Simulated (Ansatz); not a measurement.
Start from `CBC(O)(F)F` and change one atom or group to get `N[SiH2]C(O)(F)F`.

Ansatz, PBE0-D4/def2-TZVP geometries, multiplicity 1. Each molecule was computed in one conformer, which needn't be the lowest.

| property | `CBC(O)(F)F` |
| --- | --- |
| LUMO energy (ωB97M-V/def2-TZVPP) / eV | 0.25 |
| HOMO–LUMO gap (ωB97M-V/def2-TZVPP) / eV | 11.43 |
| HOMO energy (PBE0/def2-TZVPP) / eV | -8.80 |
| LUMO energy (PBE/def2-TZVPP) / eV | -2.73 |
| HOMO–LUMO gap (PBE/def2-TZVPP) / eV | 4.47 |
| HOMO–LUMO gap (B3LYP/def2-TZVPP) / eV | 6.62 |

Task: What does the change do to each property? (An estimate is asked.)

Result: The calculation gave: 
| property | `N[SiH2]C(O)(F)F` | shift |
| --- | --- | --- |
| LUMO energy (ωB97M-V/def2-TZVPP) / eV | 1.83 | 1.58 |
| HOMO–LUMO gap (ωB97M-V/def2-TZVPP) / eV | 11.94 | 0.51 |
| HOMO energy (PBE0/def2-TZVPP) / eV | -7.75 | 1.05 |
| LUMO energy (PBE/def2-TZVPP) / eV | -0.56 | 2.17 |
| HOMO–LUMO gap (PBE/def2-TZVPP) / eV | 5.72 | 1.25 |
| HOMO–LUMO gap (B3LYP/def2-TZVPP) / eV | 7.53 | 0.91 |

With PBE0 the HOMO rises by 1.05 eV and the LUMO rises by 2.04 eV, so the gap widens by about 0.99 eV. PBE moves the HOMO by 0.92 eV and ωB97M-V by 1.07 eV.

B3LYP here is the variant with VWN-RPA as its local correlation; programs differ in this.
